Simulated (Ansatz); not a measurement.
Species: C2H9OSi2, net charge 0, doublet state. It need not be the lowest isomer of its formula. 
Structure (B3LYP-D3(BJ)/def2-TZVP (Ansatz, an electronic-structure program) minimum search):
SMILES: C[SiH](C)O[SiH2]
```xyz
14

Si    -0.8104    -0.0457    -0.4983
C     -1.5870     1.6238    -0.7824
C     -1.6027    -0.9492     0.9306
O      0.7954     0.1913    -0.1852
Si     2.1800    -0.4399     0.4158
H     -0.9177    -0.8708    -1.7282
H     -2.6448     1.5209    -1.0367
H     -1.0928     2.1496    -1.6015
H     -1.5131     2.2457     0.1125
H     -1.1324    -1.9210     1.0951
H     -1.5167    -0.3729     1.8547
H     -2.6646    -1.1211     0.7384
H      1.9193    -1.0784     1.7400
H      3.1627     0.6668     0.5738
```
Charge 0, spin multiplicity 2.

Computed values are from Ansatz. Cores are frozen in the correlated levels unless marked. Open shells are spin-unrestricted. Spin-orbit coupling is left out. No relativistic terms. CBS(X,Y): correlation extrapolated as X^-3; Hartree-Fock from the larger set.

What is the dipole moment at CCSD(T)/aug-cc-pV(D+d)Z?

1.11 D.

What is the total energy at CCSD(T)/CBS(cc-pV(T+d)Z,cc-pV(Q+d)Z)?

-734.8964 Eh.

What is the atomisation energy De at CCSD(T)/CBS(cc-pV(T+d)Z,cc-pV(Q+d)Z)?

1214.2 kcal/mol.

What is the T1 diagnostic at CCSD/cc-pV(Q+d)Z?

0.012.
